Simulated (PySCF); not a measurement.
**SiCl3: breathing scan**

These are results of UPBE0/[Si def2-TZVP, Cl def2-TZVP], no relativity, density fitting, PySCF, not measurements.

Rigid scan from the doublet minimum (Si–Cl 2.043 Å (×3); Cl–Si–Cl 109.5° (×3)). Coordinate: all bonds to the central atom scaled together. Energies in kJ/mol from the minimum.

Problem. Predict the curve at 0.88, 0.92, 0.96, 1.00, 1.04, 1.08, 1.14, 1.22, 1.35.

Solution. 
```
scale of all bonds to the centre  E (kJ/mol)  dipole size (D)  ⟨S²⟩
                            0.88       256.5             0.29  0.75
                            0.92        99.1             0.02  0.75
                            0.96        21.6             0.26  0.75
                            1.00         0.0             0.54  0.75
                            1.04        16.6             0.83  0.75
                            1.08        58.6             1.11  0.75
                            1.14       149.8             1.51  0.76
                            1.22       293.0             2.00  0.77
                            1.35       519.8             2.66  0.79
```

The scan took roughly 2.6 core-minutes on a shared host.
